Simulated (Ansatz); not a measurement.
`[Br][SnH2]` radical. Charge 0, multiplicity 2. Correlated methods include outer-core shells of Br, Sn, which these sets cover unevenly. Scalar relativity is left out up to krypton. Sn: def2 effective core potential.

```tsv
atom	x (Å)	y (Å)	z (Å)
Br1	0.0642	1.5683	1.4584
Sn2	-0.4050	-0.0040	-0.4184
H3	-0.6942	-1.5318	0.3242
H4	1.0350	-0.0325	-1.3642
```

Question: Give the diagnostics of a CCSD(T)/def2-TZVPP run (frozen core, Ansatz 0.2.0). (Estimate.)

Answer: The calculation gave: T1 = 0.0129, largest single amplitude 0.043, largest double 0.030, (T) share of the correlation energy 2.9 %, 11 CCSD cycles. ⟨S²⟩ of the UHF reference is 0.756 against 0.75 for a pure state. T1 lies under the customary mark of 0.045 for open shells.
